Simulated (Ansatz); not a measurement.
Process, species as SMILES: OB(O)F [fluoroboronic acid] + H+ → OB([OH2+])F
Geometries: B3LYP-D3(BJ)/def2-TZVP minima from Ansatz (a first-principles code), one conformer each, not searched for the lowest. Frequencies are from Ansatz.

Property: proton affinity (enthalpy at 298 K, with B3LYP-D3(BJ) rigid-rotor harmonic-oscillator terms), positive where the reaction releases energy, in kcal/mol. Valence correlation only, unless marked. No spin-orbit coupling. Non-relativistic unless marked X2C. CBS(X,Y): correlation extrapolated as X^-3; Hartree-Fock from the larger set.

```csv
level,program,proton affinity (kcal/mol)
BLYP-D3(BJ)/def2-TZVPD,Ansatz + dftd3,167.3
BLYP-D4/def2-TZVPD,Ansatz + dftd4,166.5
revPBE/def2-TZVPD,Ansatz,168.9
r2SCAN-D4/def2-TZVPD,Ansatz + dftd4,168.3
B3LYP/def2-TZVPD,Ansatz,…
PBE0-D3(BJ)/def2-TZVPD,Ansatz + dftd3,168.9
PBE0/def2-QZVPP,Ansatz,169.7
r2SCANh-D4/def2-TZVPD,Ansatz + dftd4,168.5
HSE06/def2-TZVPD,Ansatz,168.6
B2GP-PLYP-D3(BJ)/def2-TZVPD,Ansatz + dftd3,166.9
B2GP-PLYP-D4/def2-TZVPD,Ansatz + dftd4,166.8
B2PLYP-D4/def2-TZVPD,Ansatz + dftd4,166.7
SCS-MP2/cc-pVDZ,Ansatz,173.1
X2C-CCSD(T)/cc-pVTZ-DK,Ansatz,…
"CCSD(T)/CBS(cc-pVTZ,cc-pVQZ)",Ansatz,…
```

Problem. Fill in the missing entries.

Solution. 
- B3LYP/def2-TZVPD, proton affinity (kcal/mol): 167.6
- X2C-CCSD(T)/cc-pVTZ-DK, proton affinity (kcal/mol): 170.4
- CCSD(T)/CBS(cc-pVTZ,cc-pVQZ), proton affinity (kcal/mol): 168.0
